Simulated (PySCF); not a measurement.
W⁻ (tungsten, charge -1): PBE0 calculation

Configuration: [Xe] 4f14 5d5 6s2, high-spin 6S determinant. Calculation: PySCF 2.14, in aug-cc-pwCVQZ-PP with ECP60MDF (9s9p8d5f4g3h, 180 functions); a scalar-relativistic core potential.

| Quantity | Value |
| --- | --- |
| Total energy | -67.3256 hartree |
| One-electron energy | -116.8141 hartree |
| Hartree (Coulomb) energy | 57.2513 hartree |
| Exchange-correlation energy | -7.7628 hartree |
| ⟨S²⟩ | 8.8429 |
| ⟨L²⟩ | 0.000 |
| Sum of ⟨r⟩ | 29.36 bohr |
| Sum of ⟨r²⟩ | 87.72 bohr² |
| Time after the integrals | of the order of 9 core-seconds |

```tsv
shell	electrons	mean orbital energy (hartree)	rms radius, mean of both spins (bohr)
5s α	1	-2.75519	1.15
5s β	1	-2.66493	1.15
5p α	3	-1.43854	1.35
5p β	3	-1.31050	1.35
6s α	1	-0.04051	4.58
5d α	5	0.00711	2.53
6s β	1	0.02413	4.58
```

Energies and moments cover only the electrons outside the core potential. Spin-orbit coupling, which splits the p, d and f shells strongly at this Z, is absent. ⟨S²⟩ = 8.84 against 8.75 shows spin contamination. At PBE0 the highest occupied level has a positive energy, so only the finite basis holds that electron; in a semilocal or global hybrid functional this comes from self-interaction and does not mean that the real anion is unbound.
